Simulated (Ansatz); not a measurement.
Calculated with Ansatz (gas phase, PBE0-D4/def2-TZVP geometries, no zero-point term in ΔE). CCSD(T)/CBS adds triple-zeta CCSD(T) − MP2 to the extrapolated MP2 energy (def2 sets, frozen cores). This one scheme is used for every species. Functionals use def2-TZVPP. One conformer a species, not always the lowest.

Reaction (formal exchange of groups at the Si–O bond): `O[SiH](O)S` + disilane → `O[SiH](S)[SiH2][SiH3]` + H₂O

| level | ΔE (eV) |
| --- | --- |
| r2SCAN0 | 1.17 |
| MP2/def2-TZVPP | 1.18 |
| SCS-MP2/def2-TZVPP | 1.24 |
| HF/CBS(def2) | 1.47 |

Task: What does CCSD(T)/CBS give? (An estimate is asked.)

Result: Ansatz gave: +1.10 eV. The listed levels differ from it by 0.07, 0.08, 0.14, 0.37 eV.

Largest T1 diagnostic among the species: 0.013.

From BLYP to BHLYP (50 % exact exchange), in def2-TZVPP and without D4, ΔE moves by +0.13 eV. In def2-TZVPP, CCSD(T) changes the Hartree–Fock value by −0.31 eV (the triples alone add −0.05 eV) and MP2 by −0.28 eV.
